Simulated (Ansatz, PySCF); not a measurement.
C3H7NOSi. Atoms are numbered in the order given.

```xyz
13

N     -0.5450    -3.6323     0.0000
C      0.0267    -2.6200     0.0000
C      0.7066    -1.3326     0.0000
C     -0.2728    -0.1562     0.0000
O      0.4896     1.0261     0.0000
Si    -0.1865     2.5577     0.0000
H      1.3586    -1.2602    -0.8865
H      1.3586    -1.2602     0.8865
H     -0.9258    -0.2180     0.8928
H     -0.9258    -0.2180    -0.8928
H     -1.0365     2.7547     1.2144
H     -1.0365     2.7547    -1.2144
H      0.9537     3.5088     0.0000
```

Coordinates come from a r2SCAN-D4/def2-SVP optimisation. The values are those of a single conformer.

Vertical ionisation energy (IE) and electron affinity (EA) in eV. Rows of orbital energies are one-electron estimates. Where ΔSCF, EOM or ADC give a negative EA the extra electron is unbound and the value depends on the basis.

```json
[
 {"level": "−ε(HOMO), −ε(LUMO), B3LYP/def2-TZVP (PySCF)", "IE": "8.45", "EA": "0.37"},
 {"level": "−ε(HOMO), −ε(LUMO), PBE/def2-TZVP (PySCF)", "IE": "7.15", "EA": "1.03"},
 {"level": "ΔSCF, PBE0/def2-SVPD (Ansatz), final states of multiplicity 2 and 2", "IE": "10.71", "EA": "-1.22"},
 {"level": "ΔSCF, PBE/def2-SVPD (Ansatz), final states of multiplicity 2 and 2", "IE": "10.16", "EA": "-0.99"}
]
```

Problem. What vertical singlet–triplet gap does ΔSCF give with PBE0/def2-SVPD (Ansatz, an electronic-structure program) and with PBE/def2-SVPD (Ansatz)? (The exact figures need the calculation; the answer reports its results.)

Solution. 6.70 and 6.20 eV (triplet above singlet where positive).
